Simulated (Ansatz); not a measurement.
`C=CBCl` and `C=CB[SeH]` differ in one atom or group.

Ansatz, PBE0-D4/def2-TZVP geometries, multiplicity 1. Each molecule was computed in one conformer, which needn't be the lowest.

Scalar relativity is left out up to krypton. Spin–orbit coupling is left out; it splits and shifts lone-pair levels of the heavy atoms by tenths of an eV.

```
                                                                                  property  `C=CBCl`
                                                         HOMO energy (PBE/def2-TZVPP) / eV     -7.07
                                                        HOMO energy (PBE0/def2-TZVPP) / eV     -8.46
                                        size of the dipole moment (ωB97M-V/def2-TZVPP) / D      1.90
                                                       HOMO energy (B3LYP/def2-TZVPP) / eV     -8.22
ideal-gas entropy at 298 K and 1 bar (rigid rotor, harmonic PBE0-D4/def2-TZVP) / J/(mol·K)       298
                                            zero-point energy (PBE0-D4/def2-TZVP) / kJ/mol     148.2
```

Give the same properties after the change, and the shifts. (Best estimate.)

Computed: 
```tsv
property	`C=CB[SeH]`	shift
HOMO energy (PBE/def2-TZVPP) / eV	-6.36	0.71
HOMO energy (PBE0/def2-TZVPP) / eV	-7.38	1.08
size of the dipole moment (ωB97M-V/def2-TZVPP) / D	1.51	-0.39
HOMO energy (B3LYP/def2-TZVPP) / eV	-7.14	1.08
ideal-gas entropy at 298 K and 1 bar (rigid rotor, harmonic PBE0-D4/def2-TZVP) / J/(mol·K)	316	18
zero-point energy (PBE0-D4/def2-TZVP) / kJ/mol	167.8	19.6
```

With PBE0 the HOMO rises by 1.08 eV and the LUMO rises by 0.25 eV, so the gap narrows by about 0.83 eV. PBE moves the HOMO by 0.71 eV and ωB97M-V by 1.24 eV. The zero-point energy changes by 19.6 kJ/mol with +3 modes. Dipoles are sizes alone; their direction can turn.

B3LYP here is the variant with VWN-RPA as its local correlation; programs differ in this.
